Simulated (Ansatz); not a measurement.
The inner images of a band of FH + H2O + H4Sn (10 atoms, charge 0, multiplicity 1) are given out of order.

All numbers below come from UKS PBE0-D4/def2-SVP in Ansatz 0.2.0.

First end point:

```xyz
10
Properties=species:S:1:pos:R:3
Sn -0.826 -1.193 -0.315
H 0.853 -0.914 -0.655
H -1.042 -2.833 -0.799
H -1.136 -1.073 1.353
H -1.789 -0.210 -1.319
H 0.584 1.605 0.775
O -0.342 1.593 0.487
H 1.803 0.075 0.135
F 2.251 0.753 0.602
H -0.356 2.197 -0.263
```

Last end point:

```xyz
10
Properties=species:S:1:pos:R:3
Sn -1.368 -0.609 0.090
H 2.505 -0.085 -1.355
H -0.299 -1.756 -0.579
H -1.726 -0.820 1.736
H -2.761 -0.398 -0.887
H 0.762 0.783 0.940
O -0.449 1.203 0.070
H 2.259 -0.040 -0.635
F 1.331 0.184 1.432
H -0.254 1.539 -0.813
```

**Question.** Put them in order from the first end to the last, with their energies above the first end.
A.
```xyz
10
Properties=species:S:1:pos:R:3
Sn -1.261 -0.637 -0.260
H 1.749 -1.431 0.370
H -0.454 -1.407 -1.551
H -1.098 -1.418 1.242
H -2.884 -0.257 -0.653
H 1.118 1.381 0.377
O -0.405 1.169 0.038
H 1.935 -0.692 0.432
F 2.055 1.430 0.544
H -0.753 1.859 -0.538
```
B.
```xyz
10
Properties=species:S:1:pos:R:3
Sn -0.908 -0.807 -0.138
H 1.059 -0.970 0.453
H -0.390 -1.785 -1.447
H -1.260 -1.541 1.363
H -2.358 -0.027 -0.694
H 0.919 1.282 0.167
O -0.183 1.227 0.078
H 1.608 -0.196 0.408
F 2.091 0.930 0.315
H -0.577 1.886 -0.504
```
C.
```xyz
10
Properties=species:S:1:pos:R:3
Sn -1.300 -0.602 -0.177
H 2.187 -1.256 -0.298
H -0.608 -1.398 -1.521
H -0.871 -1.253 1.331
H -2.985 -0.370 -0.369
H 0.824 1.325 0.730
O -0.506 1.255 -0.104
H 2.141 -0.611 0.109
F 1.615 1.187 1.246
H -0.497 1.722 -0.947
```
D.
```xyz
10
Properties=species:S:1:pos:R:3
Sn -1.349 -0.576 -0.020
H 2.634 -0.810 -0.946
H -0.355 -1.468 -1.082
H -1.295 -1.069 1.602
H -2.943 -0.408 -0.622
H 0.700 1.075 0.848
O -0.612 1.312 0.045
H 2.377 -0.415 -0.346
F 1.386 0.617 1.337
H -0.544 1.742 -0.815
```
E.
```xyz
10
Properties=species:S:1:pos:R:3
Sn -0.875 -1.134 -0.177
H 0.832 -0.919 0.041
H -0.803 -2.481 -1.244
H -1.448 -1.548 1.375
H -1.919 -0.015 -0.934
H 0.737 1.616 0.331
O -0.234 1.563 0.331
H 1.868 0.043 0.350
F 2.347 0.854 0.399
H -0.506 2.020 -0.472
```

**Answer.** E (+0.21 eV), B (+1.07 eV), A (+0.10 eV), C (+0.07 eV), D (+0.04 eV).

Run time: 6.1 min on 2 threads of AMD EPYC 9R14 (Zen 4) (shared host), peak memory 0.28 GiB.
